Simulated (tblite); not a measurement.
Species: C5H11BrOSi.
SMILES with atom numbers: `[CH2:1]=[CH:2][Si@H:3]([Br:4])[CH2:5][O:6][CH2:7][CH3:8]` (hydrogens: H9, H10 on C1; H11 on C2; H12 on Si3; H13, H14 on C5; H15, H16 on C7; H17, H18, H19 on C8)

Computed with GFN2-xTB (tblite), gas phase: L-BFGS steps from a force-field or distance-geometry start until the largest atomic force falls under 0.01 eV/Å.

Step 89: E = -712.6293 eV
```
atom  x, y, z in Å  |  force x, y, z in eV/Å
C1      3.6272    0.6007   -0.1025   -0.060  -0.018  -0.021
C2      2.3213    0.6216    0.1263    0.033   0.004  -0.027
Si3     1.3906   -0.5918    1.2155   -0.003   0.011  -0.023
Br4     2.6974   -2.3742    1.5111   -0.013  -0.012   0.019
C5     -0.1950   -1.1735    0.3445    0.010   0.020   0.007
O6     -0.9469    0.0145    0.2233   -0.006   0.001  -0.022
C7     -2.2174   -0.1713   -0.3609   -0.005  -0.032   0.016
C8     -2.9234    1.1706   -0.4471    0.005  -0.008  -0.003
H9      4.2765   -0.1367    0.3434   -0.009  -0.006  -0.003
H10     4.1052    1.3093   -0.7605    0.014   0.029   0.023
H11     1.7166    1.3821   -0.3536    0.011  -0.006   0.017
H12     1.0898   -0.1044    2.5570    0.012  -0.009   0.000
H13    -0.7470   -1.9225    0.9324    0.012   0.012  -0.016
H14    -0.0106   -1.6164   -0.6464    0.000  -0.008   0.025
H15    -2.8056   -0.8685    0.2558   -0.004  -0.034   0.028
H16    -2.1044   -0.6237   -1.3593    0.002   0.032  -0.009
H17    -3.9387    1.0295   -0.8060   -0.001   0.007  -0.011
H18    -2.3941    1.8355   -1.1236    0.020   0.006  -0.005
H19    -2.9513    1.6285    0.5380   -0.016   0.011   0.003
```

Step 90: E = -712.6296 eV
```
atom  x, y, z in Å  |  force x, y, z in eV/Å
C1      3.6268    0.5990   -0.1041    0.029   0.000  -0.041
C2      2.3230    0.6223    0.1277   -0.019  -0.004  -0.003
Si3     1.3925   -0.5913    1.2165   -0.002  -0.004  -0.027
Br4     2.6916   -2.3813    1.5073   -0.016   0.004   0.016
C5     -0.1946   -1.1707    0.3472   -0.002   0.020   0.000
O6     -0.9471    0.0168    0.2248   -0.002   0.003  -0.010
C7     -2.2164   -0.1711   -0.3606   -0.012  -0.016   0.007
C8     -2.9261    1.1692   -0.4483    0.004  -0.004  -0.006
H9      4.2766   -0.1395    0.3372    0.002  -0.034   0.010
H10     4.1061    1.3094   -0.7594    0.008   0.030   0.018
H11     1.7218    1.3871   -0.3472   -0.023   0.010   0.005
H12     1.0961   -0.1039    2.5588    0.010  -0.009   0.005
H13    -0.7459   -1.9191    0.9366    0.011   0.014  -0.019
H14    -0.0128   -1.6143   -0.6441    0.007  -0.011   0.032
H15    -2.8041   -0.8703    0.2546   -0.001  -0.028   0.026
H16    -2.1013   -0.6217   -1.3594    0.002   0.024  -0.011
H17    -3.9394    1.0232   -0.8117   -0.003   0.012   0.009
H18    -2.3998    1.8367   -1.1249    0.032  -0.005   0.001
H19    -2.9568    1.6286    0.5364   -0.027  -0.001  -0.011
```

**Question.** Estimate the geometry and energy of step 91. (The exact step hangs on the optimiser's Hessian estimate; all steps are aligned on step 90, rigid shifts and turns removed.)

**Answer.** E = -712.6299 eV, largest force 0.056 eV/Å
```
atom  x, y, z in Å  |  force x, y, z in eV/Å
C1      3.6223    0.5897   -0.1152    0.022  -0.006  -0.012
C2      2.3219    0.6287    0.1383    0.028   0.013  -0.021
Si3     1.3925   -0.5871    1.2250    0.004  -0.013  -0.027
Br4     2.6914   -2.3791    1.5097   -0.021   0.013   0.016
C5     -0.1928   -1.1663    0.3530   -0.010   0.013  -0.005
O6     -0.9480    0.0194    0.2301   -0.013  -0.004  -0.005
C7     -2.2130   -0.1714   -0.3640   -0.009  -0.004   0.000
C8     -2.9275    1.1667   -0.4514    0.000  -0.002  -0.008
H9      4.2735   -0.1608    0.3081   -0.055  -0.006  -0.010
H10     4.1018    1.3024   -0.7681   -0.002   0.030   0.014
H11     1.7227    1.4089   -0.3171    0.010  -0.026   0.018
H12     1.0952   -0.1037    2.5684    0.012  -0.009   0.006
H13    -0.7437   -1.9171    0.9397    0.008   0.015  -0.013
H14    -0.0093   -1.6085   -0.6386    0.014  -0.011   0.028
H15    -2.8030   -0.8758    0.2442    0.017  -0.014   0.013
H16    -2.0883   -0.6159   -1.3647   -0.005   0.018   0.002
H17    -3.9397    1.0156   -0.8163   -0.004   0.017   0.015
H18    -2.4049    1.8380   -1.1276    0.034  -0.017   0.011
H19    -2.9610    1.6254    0.5339   -0.030  -0.007  -0.020
```

The energy changes by -0.0003 eV. The first-order estimate −F·Δx gives -0.0006 eV and the mean of the old and new forces, exact on a quadratic surface, -0.0002 eV. The step makes an angle of 86° with the force vector and moves no atom by more than 0.037 Å.

What follows is the cost of the whole relaxation. The run took 1.2 s of wall time on Arm Neoverse V1, one thread (shared host).
